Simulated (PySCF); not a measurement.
## As⁺ (arsenic, charge +1): UHF calculation

Configuration: [Ar] 3d10 4s2 4p2, high-spin 3P determinant. Calculation: PySCF 2.14, in cc-pVTZ-DK (6s5p3d1f, 43 functions); the spin-free X2C one-electron Hamiltonian (Gaussian nucleus).

| Property | Result |
| --- | --- |
| Total energy | -2258.668413 hartree |
| One-electron energy | -3134.4347 hartree |
| Hartree (Coulomb) energy | 958.2690 hartree |
| Exchange energy | -82.5028 hartree |
| ⟨S²⟩ | 2.0090 |
| ⟨L²⟩ | 2.026 |
| Sum of ⟨r⟩ | 21.60 bohr |
| Sum of ⟨r²⟩ | 30.19 bohr² |
| Traceless quadrupole moment −½Σ⟨3z² − r²⟩ along its main axis | 2.50 e·bohr² |
| Langevin diamagnetic susceptibility | -23.9 ×10⁻⁶ cm³/mol |
| Time after the integrals | 0.11 s of wall time on 1 thread of Neoverse-V2 (shared host) |

```
shell  electrons  mean orbital energy (eV)  spread (eV)  rms radius, mean of both spins (bohr)
 1s α          1                  -11954.0            0                                 0.0524
 1s β          1                  -11953.9            0                                 0.0524
 2s α          1                   -1582.2            0                                  0.219
 2s β          1                   -1582.2            0                                  0.219
 2p α          3                   -1384.0        0.053                                  0.196
 2p β          3                   -1383.8        0.164                                  0.196
 3s α          1                   -235.37            0                                  0.639
 3s β          1                   -235.06            0                                  0.639
 3p α          3                   -171.69        0.039                                  0.667
 3p β          3                   -171.27        0.571                                  0.667
 3d α          5                   -66.406        0.352                                  0.748
 3d β          5                   -66.192        0.580                                  0.748
 4s α          1                   -30.440            0                                   2.06
 4s β          1                   -25.310            0                                   2.06
 4p α          2                   -18.440            0                                   2.48
```

Densities and radii are taken from the X2C orbitals without a picture-change correction, which distorts them close to the nucleus.
